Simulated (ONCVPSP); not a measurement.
Varying the ONCV potential for ytterbium

Base potential:

- Element: ytterbium (Yb)
- Generator: ONCVPSP 4.0.1
- Type: optimised norm-conserving Vanderbilt (ONCV)
- Functional: LDA (Perdew-Wang 92)
- Relativity: fully relativistic
- Frozen core: [Kr] 4d10 4f13
- Valence charge: 11
- Reference configuration: 5s2 5p6 5d1 6s2
- Partial waves: 5s+6s: rc 1.80 bohr, ncon 4, nbas 7, qcut 7 1/bohr, 2 projectors; 5p: rc 1.45 bohr, ncon 3, nbas 8, qcut 6.6 1/bohr, 3 projectors, debl 0.9 Ha; 5d: rc 2.55 bohr, ncon 4, nbas 9, qcut 5.5 1/bohr, 2 projectors, debl 1.5 Ha
- Local potential: polynomial inside 1.25 bohr (lpopt 1, dvloc0 0 Ha)
- Core correction: none

Open shells are filled in proportion to 2j + 1.

In the p channel the program set the typed energies aside and used -1.076, 0.250, 1.150 Ha (j = l + 1/2; the other j can differ).

Cutoffs, loose and tight: the cutoffs (Ha) at which the residual kinetic energy of the hardest occupied pseudo-wave falls to 1 and 0.1 mHa per electron. They do not see the model core or the augmentation charge, which bear on the density cutoff. Test errors are all-electron minus pseudo excitation energies from the reference, over the configurations 5s2 5p6 5d1 6s1; 5s2 5p6 5d1 6s0; 5s2 5p6 5d0 6s0; 5s2 5p6 5d2 6s1. A dash means not determined; rows that change the core or the reference have their own tests. The largest error is taken over the tests solved by every variant that gives reliable tests at all: 5s2 5p6 5d1 6s0; 5s2 5p6 5d1 6s1; 5s2 5p6 5d2 6s1.

1 further variants are left out, since the program set their typed debl aside.

A true bound ghost makes a file unfit for plane-wave use even where its test errors are small: the radial tests pick states by their node count and pass the ghost by.

| change | outcome | cutoff, loose | cutoff, tight | bound ghosts | GHOST(+) flags above zero | largest test error (meV) |
| --- | --- | --- | --- | --- | --- | --- |
| base | generated, projector energies reset by the program | 19 Ha | 63 Ha | d3/2 | s | +20 |
| p: rc 1.02; local potential polynomial inside 1.02 bohr (lpopt 1, dvloc0 0 Ha) | generated, projector energies reset by the program | 66 Ha | 280 Ha | p3/2, p1/2, d3/2 | s, p3/2, d5/2, p1/2 | +20 |
| s: qcut 6.5 | generated, projector energies reset by the program | 19 Ha | 63 Ha | d3/2 | s | +20 |
| s: nbas 8 | generated, projector energies reset by the program | 19 Ha | 63 Ha | d3/2 | s | +20 |
| all radii scaled by about 1.20 (s 2.16, p 1.74, d 3.06 bohr); local potential polynomial inside 1.50 bohr (lpopt 1, dvloc0 0 Ha) | generated, projector energies reset by the program | 14 Ha | 19 Ha | p1/2 | p1/2 | +18 |

What comes out with this change to the base: scalar-relativistic?

outcome: generated, projector energies reset by the program; cutoff, loose: 19 Ha; cutoff, tight: 52 Ha; bound ghosts: none; GHOST(+) flags above zero: s, d; largest test error (meV): +13.
